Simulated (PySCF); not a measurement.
**Exercise with solution: entropy of an ideal gas**

Mo(NH)(S)(Cl)(SH) (ClH2MoNS2), SMILES [NH]=[Mo](=[S])([SH])[Cl], multiplicity 1.

Coordinates come from a PBE-D3(BJ)/def2-SVP optimisation. The spin state was assumed, not searched. The structure was generated by enumeration; whether it is a known compound was not checked. The def2 effective core potentials stand for the cores of Mo; spin–orbit coupling is left out. One conformer was computed; it need not be the lowest.

PBE-D3(BJ)/def2-SVP in PySCF gives the harmonic wavenumbers 111, 139, 145, 190, 232, 336, 380, 408, 507, 552, 592, 644, 977, 2587, 3477 cm⁻¹ and the rotational temperatures 0.0823, 0.0700, 0.0522 K. The molar mass is 211.54 g/mol, the symmetry number 1, the spin multiplicity 1.

Q: Work out the entropy at 298.15 K and 1 atm in the rigid-rotor, harmonic-oscillator model.

A: 
Translation (Sackur–Tetrode at 1 atm): S = R[1.5 ln M + 2.5 ln T − 1.16487] = 175.5 J/(mol K).
Rotation: q = (√π/σ) T^1.5/√(θA θB θC) = 526000, S = R[ln q + 3/2] = 122.0 J/(mol K).
Vibration: with u = 1.4388 ν/T, each mode gives R[u/(e^u − 1) − ln(1 − e^−u)]:
```csv
ν (cm⁻¹),modes,u,S (J/(mol K))
111,1,0.54,13.60
139,1,0.67,11.79
145,1,0.70,11.45
190,1,0.92,9.32
232,1,1.12,7.80
336,1,1.62,5.15
380,1,1.83,4.35
408,1,1.97,3.91
507,1,2.45,2.68
552,1,2.66,2.26
592,1,2.86,1.94
644,1,3.11,1.59
977,1,4.71,0.43
```
The stiffer modes add less than 0.005 each. Sum 76.3 J/(mol K).
Spin: R ln 1 = 0.0 J/(mol K).
Total 373.8 J/(mol K); the program's own thermochemistry gives 373.8. Translation makes up 47 % and vibration 20 %. Anharmonicity, hindered rotation and orbital degeneracy are left out.
